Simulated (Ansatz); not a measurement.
Basis-set extrapolation for CH7FOSi2 (`CO[SiH](F)[SiH3]`) (PBE0-D4/def2-TZVP geometry, frozen core, Ansatz). Multiplicity 1, RHF reference.

```json
{"": "HF", "def2-TZVPP": "-794.329123", "def2-QZVPP": "-794.358175"}
{"": "MP2 correlation", "def2-TZVPP": "-0.905530", "def2-QZVPP": "-0.979376"}
{"": "CCSD(T) correlation", "def2-TZVPP": "-0.987429", "def2-QZVPP": "not run"}
```

Energies in hartree. Use E(X) = E(∞) + A·exp(−7.88·√X) for Hartree–Fock and E(X) = E(∞) + B·X^(−2.97) for correlation, with X = 3 and 4, and add CCSD(T) minus MP2 of the smaller set to the MP2 limit.

Q: What is the CCSD(T) energy at the basis-set limit?

A: HF limit: -794.358175 + (-0.029052) × 0.13774 = -794.36218. MP2 limit: -0.979376 + (-0.073846) × 0.74074 = -1.03408. Higher-order term: -0.987429 − (-0.905530) = -0.08190. Total: -795.47816 hartree, 424.3 kJ/mol below CCSD(T)/def2-TZVPP.
